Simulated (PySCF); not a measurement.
## C3H9BO3: core ionisation energies

Species: B(OMe)3, C3H9BO3.
Geometry (PBE0-D3(BJ)/def2-SVP, Å), atoms numbered from 1 in this order:
```
atom  x, y, z in Å
B1     0.1833   -0.3993    0.4778
O2     1.3752    0.1989    0.7549
C3     1.9964    1.2572    0.0958
H4     1.3978    2.1837    0.1117
H5     2.2353    1.0168   -0.9548
H6     2.9460    1.4692    0.6100
O7    -0.7513   -0.0326   -0.4503
C8    -0.7730    1.0691   -1.3058
H9     0.0879    1.0892   -1.9943
H10   -0.8011    2.0252   -0.7562
H11   -1.6862    1.0096   -1.9172
O12   -0.0932   -1.4969    1.2330
C13   -1.2903   -2.2025    1.0690
H14   -1.3498   -2.9675    1.8571
H15   -1.3380   -2.7079    0.0890
H16   -2.1734   -1.5463    1.1467
```

Theory: delta-SCF UKS SCAN, pcX-2 on the ionised atom, pcseg-1 elsewhere, spin-free X2C (PySCF 2.14.0). Each binding energy is the total energy of the core-ionised species, with the hole localised on one atom, minus that of the ground state; both are solved self-consistently, so orbital relaxation is included.

List the computed XPS lines with their assignment.

```
  atom(s)                 environment  level  binding energy (eV)  count
       B1         boron bonded to 3 O   B 1s               197.59      1
    O2/O7    oxygen bonded to B and C   O 1s               538.35      2
C3/C8/C13  carbon bonded to O and 3 H   C 1s               292.56      3
```

Give the binding energy of O 1s of O2 (atom 2)/O7 in hartree and in kJ/mol.

538.35 eV = 19.7840 Eh = 51943 kJ/mol.

Topologically equivalent atoms share the value of their first member; where this conformer doesn't relate them by symmetry, their own values could differ. The list is incomplete; no value stands for O 1s of O12. The structure is a single PBE0-D3(BJ)/def2-SVP conformer in the gas phase; no vibrational or solvent corrections.
